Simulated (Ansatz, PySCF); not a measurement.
C$_{4}$H$_{12}$MgSi (SMILES [CH3][Mg][Si](C)(C)C), singlet, geometry from GFN2-xTB (such geometries of metal compounds can be far from the true shape). Base run: PySCF with CASSCF(4,3)/STO-3G.

Input for PySCF:
```python
from pyscf import gto, scf, mcscf
import numpy

mol = gto.M(
    atom='''
Mg   -0.554771    1.022621    1.376100
C    -1.423934    2.960273    1.118544
H    -1.869518    3.539830    1.926925
H    -2.205286    2.830948    0.357633
H    -0.656681    3.598622    0.662236
Si    0.364174   -0.751004   -0.168275
C    -1.179950   -1.236429   -1.217851
C     1.396178   -2.369451    0.034451
C     1.399600    0.388929   -1.328927
H    -0.913015   -1.684553   -2.172652
H    -1.809840   -1.949177   -0.688868
H    -1.786111   -0.352479   -1.424846
H     0.853005   -3.114809    0.609252
H     2.333886   -2.177610    0.549502
H     1.635864   -2.809949   -0.931801
H     2.337360    0.680755   -0.858029
H     0.843096    1.303102   -1.545589
H     1.644704   -0.082007   -2.278409
''',
    basis='sto-3g',
    charge=0,
    spin=0,
    verbose=4,
)

mf = scf.RHF(mol)
mf.kernel()
mc = mcscf.CASSCF(mf, 3, 4)
mc.fix_spin_(ss=0.0)
mc.kernel()
occ = numpy.linalg.eigvalsh(mc.fcisolver.make_rdm1(mc.ci, mc.ncas, mc.nelecas))[::-1]
ss = mc.fcisolver.spin_square(mc.ci, mc.ncas, mc.nelecas)[0]
print('natural occupations', occ.round(4), ' <S^2>', round(ss, 4))
```

Programs used: Ansatz (a first-principles code), PySCF; a row that names a program was run with it.

Each row names what was changed in the base input (with any setting that the change needs).

```
change                                            ΔE vs base (mEh)                 natural occupations  <S^2> of the state
------------------------------------------------  ----------------  ----------------------------------  ------------------
base                                                         0.000                      2.00 1.97 0.03                0.00
fix_spin_ = off                                              0.000                      2.00 1.97 0.03                0.00
conv_tol = 1e-5                                              0.004                      2.00 1.97 0.03                0.00
code = ansatz                                               -4.225                                   -                   -
solver = newton                                              0.000                      2.00 1.97 0.03                0.00
active space = 6 electrons, 5 orbitals                     -14.463            2.00 1.98 1.97 0.03 0.02                0.00
active space = 4 electrons, 5 orbitals                     -15.583            1.97 1.97 0.04 0.02 0.00                0.00
orbitals = fixed (CASCI); correction = SC-NEVPT2            -276.5                      2.00 1.99 0.01                0.00
active space = 6 electrons, 7 orbitals                     -30.039  1.98 1.97 1.97 0.04 0.02 0.02 0.00                0.00
active space = 2 electrons, 2 orbitals                       0.344                           1.97 0.03                0.00
start = MP2 natural orbitals                                -2.792                      2.00 1.97 0.03                0.00
```

Active orbitals are taken around the Fermi level unless the row says otherwise; CASSCF can end in different local minima, and two programs can end on different orbitals. State-averaged rows give the lowest state.
